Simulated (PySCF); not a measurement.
Exercise with solution: oscillator strength and radiative lifetime

C₂H₃BrClIn, SMILES [In]([Cl])([Br])[CH]=C.

The structure is a stationary point at B3LYP-D3(BJ)/def2-SVP. The structure was generated by enumeration; whether it is a known compound was not checked. The def2 effective core potentials stand for the cores of In; spin–orbit coupling is left out. The values are those of a single conformer.

PySCF with TDA-PBE/def2-SVPD puts the first singlet state with f over 0.02 at 4.79 eV (vertical), with the transition dipole (0.469, 0.594, 0.000) in atomic units.

Find the oscillator strength, the wavelength and the radiative lifetime that this transition would have in vacuum if emission retraced absorption.


|μ|² = 0.5728 au, so |μ| = 1.92 D. ΔE = 4.79/27.211 = 0.1760 hartree. f = (2/3) ΔE |μ|² = 0.067 (the program prints 0.067).
λ = 1239.84/4.79 = 259 nm; ν = 38634 cm⁻¹.
Einstein's coefficient A = 0.6670 ν² f s⁻¹ (ν in cm⁻¹) = 6.7e7 s⁻¹, so τ = 1/A = 15 ns. This state is S6; the lower singlets have f = 0.000, 0.019, 0.005, 0.010, 0.001. The figure is the radiative limit of this one transition; relaxation, internal conversion, crossing to triplets and a medium change what is measured.
